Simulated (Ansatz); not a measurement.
Consider the redistribution: `[F][Nb]([F])(=[S])[Cl]` + `[NH2][Hf]([F])([F])[F]` → `[NH2][Nb]([F])(=[S])[Cl]` + `[F][Hf]([F])([F])[F]`.

Isolated molecules relaxed with PBE0-D4/def2-TZVP in Ansatz; ΔE leaves out vibrations. CBS: MP2 limit from def2 TZ/QZ plus the TZ coupled-cluster correction, frozen cores. DFT in def2-TZVPP. B3LYP here is the variant with VWN-RPA as its local correlation; programs differ in this. HSE06 is defined as in plane-wave codes. def2 core potentials past Kr. For Hf, Nb outer-core shells are correlated without core-valence functions, which leaves a few kJ/mol of doubt a bond. One conformer a species, not always the lowest.

Problem. Is it downhill or uphill in electronic energy at CCSD(T)/CBS, and by how much? (Estimate.)

Solution. Computed: Downhill: ΔE = -13.4 kcal/mol.

Problem. What do these levels give: LDA (SPW92), PBE-D4, B97M-V, HSE06-D4, CAM-B3LYP-D4, PBE-QIDH, r2SCAN, B3LYP, CAM-B3LYP, CCSD/def2-SVP, MP2/CBS(def2), CCSD/CBS(def2)? (Best estimate.)

Solution. Computed: LDA (SPW92) -11.9, PBE-D4 -11.9, B97M-V -11.8, HSE06-D4 -12.4, CAM-B3LYP-D4 -12.2, PBE-QIDH -13.1, r2SCAN -11.7, B3LYP -11.6, CAM-B3LYP -11.7, CCSD/def2-SVP -14.9, MP2/CBS(def2) -14.5, CCSD/CBS(def2) -13.3 kcal/mol.

Largest T1 diagnostic among the species: 0.023, so the coupled-cluster value is less sure than usual.

The D4 term adds −0.8 kcal/mol with B3LYP and −0.5 kcal/mol with PBE0; it sums over pairs of atoms, weighted by their polarisabilities, and B3LYP, whose exchange is more repulsive, gets the larger term. In def2-TZVPP, CCSD(T) changes the Hartree–Fock value by −0.7 kcal/mol (the triples alone add −0.1 kcal/mol) and MP2 by −1.7 kcal/mol.
